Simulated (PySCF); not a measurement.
Compound: C4H2O2S.
Numbering: `[O:1]=[c:2]1[c:3]([OH:4])[c:5]1[CH:6]=[S:7]` (hydrogens: H8 on O4; H9 on C6)

A GFN2-xTB structure was refined with PySCF, PBE0-D3(BJ)/def2-SVP geometry optimisation, gas phase. Its GFN2-xTB values:

| coordinate | GFN2-xTB |
| --- | --- |
| O1=C2 | 1.197 Å |
| C2–C3 | 1.435 Å |
| C2–C5 | 1.435 Å |
| C3–O4 | 1.306 Å |
| C3–C5 | 1.375 Å |
| O4–H8 | 0.971 Å |
| C5–C6 | 1.410 Å |
| C6=S7 | 1.632 Å |
| C6–H9 | 1.086 Å |
| O1–C2–C3 | 149.8° |
| C2–C3–O4 | 153.3° |
| C2–C5–C3 | 61.4° |
| C2–C5–C6 | 152.6° |
| C3–C2–C5 | 57.2° |
| C3–C5–C6 | 146.0° |
| O4–C3–C5 | 145.3° |
| C5–C6–S7 | 123.4° |
| C3–C5–C6–S7 | 1° |

Task: How do these coordinates change at the PBE0-D3(BJ)/def2-SVP level?

Result: 
```
 coordinate  PBE0-D3(BJ)/def2-SVP (Å or °)  change
      C5–C6                          1.439  +0.029
      C3–C5                          1.360  -0.015
      C6–H9                          1.100  +0.014
      C2–C3                          1.447  +0.012
      C6=S7                          1.624  -0.008
      C2–C5                          1.440  +0.005
      O4–H8                          0.968  -0.003
      O1=C2                          1.199  +0.002
      C3–O4                          1.306   0.000
   O4–C3–C5                          142.3    -3.0
   C2–C3–O4                          156.1    +2.8
   C2–C5–C6                          150.8    -1.8
   O1–C2–C3                          151.4    +1.6
   C3–C2–C5                           56.2    -1.0
   C3–C5–C6                          147.1    +1.1
   C2–C5–C3                           62.2    +0.8
   C5–C6–S7                          124.2    +0.8
C3–C5–C6–S7                              0      -1
```

The energy falls by 1.1 kcal/mol over 10 energy and gradient evaluations, the largest force component goes from 0.0225 to 3.1e-04 Eh/bohr, and the atoms move by 0.032 Å rms after alignment. The bond that changes most is C5–C6 (unsaturated ring carbon to thiocarbonyl carbon), which lengthens by 0.029 Å. Bonds longer at the end by more than 0.005 Å: 3 of 9; shorter: 2. Rotational constants go from 4164, 1326, 1006 to 4103, 1316, 996.4 MHz.

The run used 112 basis functions and 79 SCF cycles in all.

No PBE0-D3(BJ)/def2-SVP frequencies stand behind this structure, so it isn't proved a minimum. The numbers are those of one conformer.

Conformer computed: `[O:1]=[c:2]1[c:3]([OH:4])[c:5]1[CH:6]=[S:7]`: C3–C5–C6–S7 0°, H–O4–C3–C2 -1°.
